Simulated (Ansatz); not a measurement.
Ansatz (an electronic-structure program) input (B3LYP-D3(BJ)/def2-TZVP):

Ansatz 0.2 input:
```yaml
crystal:
  periodic: [false, false, false]
  atoms:
    - {symbol: Ni, position_ang: [-0.59711311, -0.51537385, -0.58917917]}
    - {symbol: Cl, position_ang: [0.55509870, 0.57729308, 0.54260280]}
basis:
  gaussian:
    orbitals: def2-TZVP
hamiltonian:
  xc: b3lyp
  dispersion: d3bj
magnetization: {spin_polarized: true, initial_magnetization: 1}
relax: {f_tol: 0.002, max_steps: 150}
```

End of the output:

```
mean field evaluation 16: about -53568.8491 eV, gradient 5.1e-3 eV
mean field evaluation 32: about -53568.8547 eV, gradient 8.2e-4 eV
mean field evaluation 64: about -53568.8414 eV, gradient 2.6e-1 eV
mean field -53568.85468701 eV, -1968.6190994739 hartree, gradient 4.8e-7 eV, S^2 0.760751; 7 other end points of the search recorded, 0 dependent functions left out
the calculation of the forces begins
reference -53568.85488263 eV, -1968.6191066627 hartree; 23, 22 occupied and 59, 60 virtual orbitals, 721 factors
relax step   1: F+E_penalty+E_count = -53568.92073532 eV  Δ(F+E_penalty+E_count) = +0.000e0 eV  max|allowed force component| = 1.477e0 eV/Å  Δτ_max = 0.0000 Å  (345 SCF iters, accepted)
these checks for a lower state are left out or cut short: starts, cluster_reference, orbital_swaps, neighbouring_geometries, increment
integrals: 0.03 GiB planned
721 factors; integrals over basis functions are off by at most 5.6e-4 eV
mean field: 0.40 GiB planned
mean field -53569.00188042 eV, -1968.6245087317 hartree, gradient 8.6e-8 eV, S^2 0.761157; 0 other end points of the search recorded, 0 dependent functions left out
the calculation of the forces begins
reference -53569.00207689 eV, -1968.6245159521 hartree; 23, 22 occupied and 59, 60 virtual orbitals, 721 factors
relax step   2: F+E_penalty+E_count = -53569.06829814 eV  Δ(F+E_penalty+E_count) = -1.476e-1 eV  max|allowed force component| = 3.429e-1 eV/Å  Δτ_max = 0.0502 Å  (146 SCF iters, accepted)
these checks for a lower state are left out or cut short: starts, cluster_reference, orbital_swaps, neighbouring_geometries, increment
integrals: 0.03 GiB planned
721 factors; integrals over basis functions are off by at most 6.4e-4 eV
mean field: 0.40 GiB planned
mean field evaluation 96: about -53569.0128 eV, gradient 2.0e-1 eV
mean field -53569.01319702 eV, -1968.6249246091 hartree, gradient 3.5e-6 eV, S^2 0.760981; 0 other end points of the search recorded, 0 dependent functions left out
the calculation of the forces begins
reference -53569.01339395 eV, -1968.6249318462 hartree; 23, 22 occupied and 59, 60 virtual orbitals, 721 factors
relax step   3: F+E_penalty+E_count = -53569.07990537 eV  Δ(F+E_penalty+E_count) = -1.161e-2 eV  max|allowed force component| = 4.811e-2 eV/Å  Δτ_max = 0.0179 Å  (93 SCF iters, accepted)
these checks for a lower state are left out or cut short: starts, cluster_reference, orbital_swaps, neighbouring_geometries, increment
integrals: 0.03 GiB planned
721 factors; integrals over basis functions are off by at most 6.5e-4 eV
mean field: 0.40 GiB planned
mean field -53569.01339209 eV, -1968.6249317778 hartree, gradient 2.3e-7 eV, S^2 0.760921; 0 other end points of the search recorded, 0 dependent functions left out
the calculation of the forces begins
reference -53569.01358911 eV, -1968.6249390183 hartree; 23, 22 occupied and 59, 60 virtual orbitals, 721 factors
relax step   4: F+E_penalty+E_count = -53569.08016754 eV  Δ(F+E_penalty+E_count) = -2.622e-4 eV  max|allowed force component| = 6.363e-4 eV/Å  Δτ_max = 0.0033 Å  (139 SCF iters, accepted)
integrals: 0.03 GiB planned
721 factors; integrals over basis functions are off by at most 6.5e-4 eV
mean field: 0.40 GiB planned
mean field evaluation 128: about -53568.4632 eV, gradient 1.3e1 eV
mean field evaluation 160: about -53569.0045 eV, gradient 2.4e-3 eV
mean field evaluation 192: about -53569.0050 eV, gradient 4.2e-2 eV
mean field -53569.01339209 eV, -1968.6249317778 hartree, gradient 2.3e-7 eV, S^2 0.760921; 9 other end points of the search recorded, 0 dependent functions left out
the calculation of the forces begins
reference -53569.01358911 eV, -1968.6249390183 hartree; 23, 22 occupied and 59, 60 virtual orbitals, 721 factors
Total energy: -53569.08036457 eV, -1968.6273929710 hartree
Atom 0 at    -0.639309    -0.555389    -0.630627 Å, force     0.000636     0.000604     0.000625 eV/Å
Atom 1 at     0.597294     0.617308     0.584050 Å, force    -0.000636    -0.000604    -0.000625 eV/Å
Dipole moment:    -0.608578    -0.572207    -0.597787 e Å
```

The spin state was set by rule; other spins were not relaxed.
